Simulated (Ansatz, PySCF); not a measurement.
Reaction (SMILES): OB(O)O[SiH3] -> O[B]O[SiH3] + [OH] (HO) (the B-O bond at the site shown breaks; other sites are not compared here)
Structures are relaxed separately at B3LYP-D3(BJ)/def2-TZVP in Ansatz (a quantum-chemistry and plane-wave program), one conformer each, not searched for the lowest. Frequencies are from Ansatz or PySCF.
Geometry of the first species:
SMILES: OB(O)O[SiH3]
```xyz
10

O     -0.9525     0.5204     1.2832
B     -0.8436    -0.3860     0.2505
O     -1.7688    -1.3534    -0.0438
O      0.2609    -0.3214    -0.5386
Si     1.5870     0.6615    -0.5390
H     -1.7397     0.4585     1.8291
H     -2.5412    -1.3823     0.5251
H      1.1905     2.0735    -0.7389
H      2.4408     0.2216    -1.6614
H      2.3325     0.5333     0.7334
```

Property: bond dissociation energy (enthalpy at 298 K, with B3LYP-D3(BJ) rigid-rotor harmonic-oscillator terms), in kcal/mol. Correlated levels leave the core frozen unless marked. UHF or UKS for open shells. Spin-orbit coupling is left out. No relativistic terms. CBS(X,Y): correlation extrapolated as X^-3; Hartree-Fock from the larger set.

| level | program | bond dissociation energy (kcal/mol) |
|---|---|---|
| revPBE-D4/def2-TZVPD | Ansatz + dftd4 | 135.1 |
| r2SCAN-D4/def2-TZVPD | Ansatz + dftd4 | (withheld) |
| B97M-V/def2-TZVPD | Ansatz | 141.1 |
| PBE0/def2-TZVP | Ansatz | 138.6 |
| BHLYP-D3(BJ)/def2-TZVPD | Ansatz + dftd3 | 135.9 |
| LC-wPBE-D3(BJ)/def2-TZVPD | Ansatz + dftd3 | 139.9 |
| LC-wPBE-D4/def2-TZVPD | Ansatz + dftd4 | 140.3 |
| B2GP-PLYP/def2-TZVPD | Ansatz | (withheld) |
| PBE-QIDH/def2-TZVPD | Ansatz | (withheld) |
| RPA@PBE/cc-pV(T+d)Z | Ansatz | 134.4 |
| SCS-MP2/cc-pV(D+d)Z | Ansatz | 141.2 |
| SCS-MP2/cc-pwCVTZ | Ansatz | 146.2 |
| SCS-MP2/cc-pV(Q+d)Z | Ansatz | 147.3 |
| CCSD(T)/CBS(cc-pV(T+d)Z,cc-pV(Q+d)Z) | Ansatz | 144.6 |

Task: Fill in the missing entries.

Result: 
- r2SCAN-D4/def2-TZVPD, bond dissociation energy (kcal/mol): 137.0
- B2GP-PLYP/def2-TZVPD, bond dissociation energy (kcal/mol): 141.0
- PBE-QIDH/def2-TZVPD, bond dissociation energy (kcal/mol): 141.8
